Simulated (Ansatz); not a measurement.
Geometry optimisation, Ansatz 0.2.0, RKS PBE-D4/def2-SVP.

Input file:

```yaml
crystal:
  periodic: [false, false, false]
  atoms:
    - { symbol: Ga, position_ang: [0.088433, 0.205732, 0.165141] }
    - { symbol: "N", position_ang: [0.001346, 0.174783, 2.064256] }
    - { symbol: H, position_ang: [-0.908256, 0.408731, 2.482106] }
    - { symbol: H, position_ang: [0.747363, 0.697634, 2.546138] }
    - { symbol: Cl, position_ang: [2.02226, 0.786971, -0.617186] }
    - { symbol: H, position_ang: [-1.108576, -0.13675, -0.776463] }
    - { symbol: O, position_ang: [0.562156, -2.629252, 0.953242] }
    - { symbol: Al, position_ang: [-0.538611, -3.733962, 0.208142] }
    - { symbol: H, position_ang: [0.117406, -4.675058, -0.902296] }
    - { symbol: H, position_ang: [-2.086009, -3.76306, 0.646524] }
    - { symbol: H, position_ang: [0.377588, -2.020369, 1.716595] }
basis:
  gaussian: { orbitals: def2-SVP }
hamiltonian:
  xc: pbe
  dispersion: d4
relax:
  f_tol: 0.03
  max_steps: 50
```

Run as:

```bash
$ ansatz run input.yaml --threads 4 --pin off --max-ram 5120MiB --backend cpu --events-out ev --progress --plain --runs-dir out
```

Where does it end, and by what steps?

The forces met the threshold. After 37 steps the energy has fallen by 1.300 eV; H10 moved furthest, 2.72 Å. Joined: Ga1–O7 (2.98 → 1.99 Å), Cl5–Al8 (5.26 → 2.33 Å).

```csv
step,energy less start (eV),largest force component (eV/Å),accepted
0,0.0000,0.948,yes
2,-0.2934,0.597,yes
4,-0.3444,0.388,yes
6,-0.3968,0.247,yes
8,-0.4212,0.257,yes
10,-0.4703,0.328,yes
12,-0.4901,0.408,yes
14,-0.4952,0.374,no
16,-0.5224,0.178,yes
18,-0.5437,0.178,yes
20,-0.5826,0.255,yes
22,-0.7393,0.320,yes
24,-1.0720,0.542,yes
26,-1.1531,1.038,yes
28,-1.2430,0.796,yes
30,-1.2836,0.353,yes
32,-1.2946,0.141,yes
34,-1.2987,0.254,yes
36,-1.2998,0.059,no
37,-1.3004,0.017,yes
```

```xyz
11
Properties=species:S:1:pos:R:3
Ga -0.194 -0.178 0.364
N -0.129 0.400 2.113
H 0.000 1.405 2.264
H 0.512 -0.103 2.738
Cl 1.744 -1.563 -0.166
H -0.634 0.580 -0.922
O -1.078 -1.948 0.542
Al 0.171 -3.266 0.094
H -0.104 -3.879 -1.350
H 0.507 -4.126 1.400
H -1.520 -2.007 1.410
```

Whether the end is a true minimum wasn't checked by a vibrational analysis.

Time of the run: 72 s on 4 threads of Arm Neoverse V1 (shared host), peak memory 0.2 GiB.
